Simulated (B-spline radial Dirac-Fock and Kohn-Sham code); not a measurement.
## L2 emission of W²⁺

System: the W²⁺ ion, [Xe] 4f14 5d4.

Input file task.json (cfg lists n, l and occupation; rrms is the nuclear radius in fm):

```json
{"items": [{
  "Z": 74,
  "q": 2,
  "cfg": [[1, 0, 2], [2, 0, 2], [2, 1, 6], [3, 0, 2], [3, 1, 6], [3, 2, 10], [4, 0, 2], [4, 1, 6], [4, 2, 10], [4, 3, 14], [5, 0, 2], [5, 1, 6], [5, 2, 4]],
  "A": 184,
  "rrms": 5.3658,
  "do": ["binding", "quiet", "decay"],
  "holes": ["K", "L1", "L2", "L3", "M1", "M2", "M3", "M4", "M5", "N1", "N2", "N3", "N4", "N5", "N6", "N7"]
}]}
```

Run with: `python xray_run.py task.json out`

Level of theory: independent-particle radiative and Coulomb Auger rates from relativistic LDA hole-state orbitals, with Dirac-Fock energies; a B-spline atomic structure program.

```tsv
line	multipole	energy (eV)	rate (s⁻¹)	share (%)
Lη (L2-M1)	E1	8717.2	4.48e+13	2.11
L2-M3	E2	9258.7	1.48e+12	0.0700
Lβ1 (L2-M4)	E1	9672.0	1.73e+15	81.5
Lγ5 (L2-N1)	E1	10941.7	1.12e+13	0.528
Lγ1 (L2-N4)	E1	11283.2	3.19e+14	15.1
L2-O1	E1	11461.7	2.06e+12	0.0972
L2-N6	E2	11510.2	8.68e+11	0.0410
Lγ6 (L2-O4)	E1	11544.1	1.07e+13	0.503
```

The listed lines hold 100.0 % of the radiative rate. The radiative width is 1.39 eV in the length form and 1.42 eV in the velocity form; the two differ because the transition energies are not eigenvalue differences of the potential that gave the orbitals.

Values without a named source are computed, but for edge energies of neutral atoms, which are taken from tables.
